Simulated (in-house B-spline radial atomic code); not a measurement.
**Au⁸⁺: [Ne] 3s1 (3p1/2)1 (3p3/2)4 3d10 4s2 4p6 4d10 4f14 5s2 5p6 5d5 (with a hole in an inner shell)**

All numbers are computed (Dirac-Hartree-Fock, average of the jj configuration; Fermi nucleus of rms radius 5.4371 fm) with an all-electron radial atomic-structure program (B-spline basis), not measured.

Effective charges: Z_r = [3n² - l(l+1)]/(2<r>) from the radius, Z_e = n√(-2ε) from the energy, and Slater's rules. Values are occupation-weighted means over j. An effective charge above Z reflects the relativistic contraction of the inner shells.

```json
{"shell": "1s", "electrons": "2", "ε (eV)": "-81607", "<r> (bohr)": "0.01686", "Z_r": "88.94", "Z_e": "77.45", "Slater": "78.70"}
{"shell": "2s", "electrons": "2", "ε (eV)": "-14776", "<r> (bohr)": "0.07038", "Z_r": "85.25", "Z_e": "65.91", "Slater": "74.85"}
{"shell": "2p", "electrons": "6", "ε (eV)": "-12934", "<r> (bohr)": "0.06365", "Z_r": "78.56", "Z_e": "61.67", "Slater": "74.85"}
{"shell": "3s", "electrons": "1", "ε (eV)": "-3719.7", "<r> (bohr)": "0.1825", "Z_r": "73.98", "Z_e": "49.60", "Slater": "68.45"}
{"shell": "3p", "electrons": "5", "ε (eV)": "-3106.1", "<r> (bohr)": "0.1846", "Z_r": "67.70", "Z_e": "45.33", "Slater": "68.45"}
{"shell": "3d", "electrons": "10", "ε (eV)": "-2529.5", "<r> (bohr)": "0.166", "Z_r": "63.27", "Z_e": "40.91", "Slater": "59.85"}
{"shell": "4s", "electrons": "2", "ε (eV)": "-967.16", "<r> (bohr)": "0.4004", "Z_r": "59.93", "Z_e": "33.72", "Slater": "52.95"}
{"shell": "4p", "electrons": "6", "ε (eV)": "-779.29", "<r> (bohr)": "0.4228", "Z_r": "54.40", "Z_e": "30.27", "Slater": "52.95"}
{"shell": "4d", "electrons": "10", "ε (eV)": "-537.32", "<r> (bohr)": "0.4441", "Z_r": "47.29", "Z_e": "25.14", "Slater": "41.85"}
{"shell": "4f", "electrons": "14", "ε (eV)": "-271.56", "<r> (bohr)": "0.4598", "Z_r": "39.15", "Z_e": "17.87", "Slater": "30.45"}
{"shell": "5s", "electrons": "2", "ε (eV)": "-266.12", "<r> (bohr)": "0.8881", "Z_r": "42.23", "Z_e": "22.11", "Slater": "23.35"}
{"shell": "5p", "electrons": "6", "ε (eV)": "-207.87", "<r> (bohr)": "0.9835", "Z_r": "37.11", "Z_e": "19.54", "Slater": "23.35"}
{"shell": "5d", "electrons": "5", "ε (eV)": "-136.52", "<r> (bohr)": "1.178", "Z_r": "29.28", "Z_e": "15.84", "Slater": "11.60"}
```

The least bound orbital is 5d5/2 at -135.4 eV, and it is also the most diffuse (<r> = 1.188 bohr). The part-filled 3s shell lies below the filled 5p shell in orbital energy.

For the 1s electron the small component carries 9 % of the norm, the zero-frequency Breit interaction raises the level by 297.9 eV, self-energy by 193.7 eV, and vacuum polarisation lowers it by 39.5 eV.
